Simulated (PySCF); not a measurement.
## Basis-set dependence of SnC at CCSD(T)

PySCF, ROHF reference; triplet, unpaired electrons σ ↑, π ↑; De to Sn + C without counterpoise correction. Frozen cores follow the default of each basis and core potential.

```tsv
basis	relativity	functions	Re (Å)	ωe (cm⁻¹)	De (eV)	frozen orbitals
cc-pVDZ-PP/cc-pVDZ	scalar-relativistic core potentials	37	2.047	640	2.66	5
def2-SVP	scalar-relativistic core potentials	40	2.041	653	2.76	5
x2c-SVPall	spin-free X2C	50	2.038	658	2.77	19
def2-SVPD	scalar-relativistic core potentials	52	2.047	642	2.83	5
def2-TZVPP	scalar-relativistic core potentials	81	2.013	679	3.08	5
```

(1) How does each smaller set differ from the one with most functions, def2-TZVPP?

Correlated steps freeze the inner cores (5 to 19 orbitals); shallow outer-core shells are correlated. Correlated levels converge slowly with the basis: in double zeta they bind strong bonds too weakly, by up to about 1 eV, and carry superposition errors of some tenths. These are scalar-relativistic numbers at best; spin–orbit coupling would shift them, the dissociation energy most. The CCSD T1 diagnostic is raised in SnC, a sign that a single reference may not be enough there. The state is the lowest determinant that a PBE0 search found; another state may lie lower at other levels.

## Answers

(1) cc-pVDZ-PP/cc-pVDZ: +3.4 pm, -5.7 % in ωe, -0.42 eV in De; def2-SVP: +2.8 pm, -3.8 % in ωe, -0.32 eV in De; x2c-SVPall: +2.5 pm, -3.1 % in ωe, -0.31 eV in De; def2-SVPD: +3.4 pm, -5.4 % in ωe, -0.25 eV in De. All at CCSD(T); the set with most functions is neither the basis-set limit nor always the best. The rows treat relativity differently, so the differences are not basis effects alone.
